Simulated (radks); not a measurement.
The numbers below are computed, except where a source is named.
All-electron atom: Rb32+ in [He] 2s2 2p1. Code: a radial shooting solver on a logarithmic mesh with Libxc functionals. Model: scalar-relativistic Kohn-Sham, LDA (Slater exchange, VWN5 correlation), spin-polarised, spherical densities, finite nucleus; open shells are filled with parallel spins first (spin-orbit coupling, left out, can overturn this in heavy ions); Fermi nuclear charge, rms radius 4.2036 fm.

Radial electron density D(r) = 4 pi r^2 rho(r):

r (bohr)  D(r) (e/bohr)  spin D(r)
0.00323           4.319  -0.000110
0.003883          5.864  0.0000531
0.004705          7.985   0.000503
0.005701          10.73    0.00156
0.006908          14.20    0.00386
0.00837           18.43    0.00867
0.01014           23.38     0.0184
0.01229           28.83     0.0375
0.01489           34.36     0.0742
0.01804           39.29      0.142
0.02186           42.72      0.265
0.02649           43.73      0.479
0.03184           41.80      0.815
0.03858           36.77       1.36
0.04674           29.68       2.17
0.05664           22.50       3.24
0.06862           17.53       4.52
0.08315           16.13       5.77
0.1007            17.73       6.64
0.1221            19.82       6.72
0.1479            19.50       5.83
0.1792            15.65       4.19
0.2154            10.02       2.47
0.261             4.713       1.09
0.3163            1.565      0.346
0.3832           0.3434     0.0738
0.4643          0.04591    0.00974
0.5626         0.003387   0.000721

D(r) has 2 maxima, at r = 0.0257, 0.132 bohr, and minima at 0.0812 bohr, inside which lie 2.18 electrons.
